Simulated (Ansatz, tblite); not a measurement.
Forces on the cluster Sn₄H₇⁻ at its PBE-D4/def2-SVPD geometry. The state is a singlet with charge -1.

In the def2 sets Sn takes a core potential; there is no spin–orbit coupling. The xTB rows come from tblite. Another isomer (singlet) lies 0.96 eV lower at PBE0-D4/def2-TZVPD; other spin states weren't run for this one.

GFN1-xTB (tblite), largest force 1.54 eV/Å:

```xyz
11
positions Å, forces eV/Å
Sn    0.692   -0.538   -0.184   -0.666    1.149    0.786
Sn   -0.794   -1.185    2.605    0.125    0.673   -1.109
Sn   -0.992    1.519    0.990    0.877   -0.965   -0.495
Sn    1.128    2.518   -1.120   -0.716   -0.964    0.526
H    -2.309   -1.702    1.763    0.178   -0.055    0.077
H     1.766    0.824   -1.632   -0.173    0.244    0.067
H     0.335   -1.644   -1.486    0.398   -0.148    0.062
H    -2.175    0.903   -0.225    0.103    0.155    0.196
H     0.177   -2.161    1.322   -0.211    0.170    0.166
H    -0.152    2.343   -2.385    0.194   -0.003    0.047
H     2.324   -0.878    0.351   -0.109   -0.256   -0.322
```

GFN2-xTB (tblite), largest force 1.13 eV/Å:

```
Sn -0.802 0.725 0.335
Sn -0.382 0.058 -0.390
Sn 0.493 -0.758 -0.498
Sn -0.498 -0.173 -0.169
H 0.281 0.010 0.217
H 0.158 0.317 -0.200
H 0.408 -0.031 0.184
H 0.174 0.200 0.278
H -0.123 -0.193 0.326
H 0.305 0.083 0.168
H -0.012 -0.237 -0.251
```

PBE-D4/def2-TZVPD (Ansatz), largest force 0.12 eV/Å:

```
Sn 0.015 0.003 0.016
Sn -0.027 -0.040 -0.100
Sn -0.009 -0.083 -0.076
Sn -0.052 -0.093 -0.056
H 0.060 0.022 0.036
H -0.020 0.046 0.023
H 0.016 0.052 0.062
H 0.051 0.029 0.045
H -0.024 0.047 0.033
H 0.050 0.016 0.049
H -0.061 0.001 -0.032
```
